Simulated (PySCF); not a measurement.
Compound: C2H6Br2Te.
Bonds: C1–Te2, Te2–C3, Te2–Br4, Te2–Br5. Hydrogens: H6, H7, H8 on C1; H9, H10, H11 on C3.

Theory: PBE0-D3(BJ)/def2-SVP geometry optimisation, gas phase, def2 core potentials past Kr (PySCF 2.14.0).

(1) How far are the bound atoms from Te2?

(2) List the angles at Te2.

(3) What is the shape at Te2?

(4) What are the other bond lengths?

Results:

(1) 4 atoms: C3 2.136 Å, C1 2.137 Å, Br5 2.669 Å, Br4 2.672 Å. The nearest atom not counted as bound is H11, at 2.67 Å (others tie with it).

(2) 
| angle | degrees | distance of the outer atoms (Å) |
| --- | --- | --- |
| Br4–Te2–Br5 | 174.2 | 5.33 |
| C1–Te2–C3 | 97.0 | 3.20 |
| C3–Te2–Br4 | 89.7 | 3.41 |
| C1–Te2–Br5 | 89.2 | 3.40 |
| C1–Te2–Br4 | 87.0 | 3.33 |
| C3–Te2–Br5 | 86.4 | 3.31 |

(3) Seesaw-shaped: angles from 86.4° to 174.2°; τ4 = (360° − α − β)/141° = 0.63 with α and β the two widest (0 for a square, 1 for a tetrahedron).

(4) C1–H6, C1–H7, C1–H8 1.096 Å; C3–H9, C3–H10, C3–H11 1.096 Å.

Point group: near C2, missed by 0.24 Å at most; the miss may be what the optimiser left on a soft mode. Charge 0, singlet. PBE0-D3(BJ)/def2-SVP frequencies: not computed here.
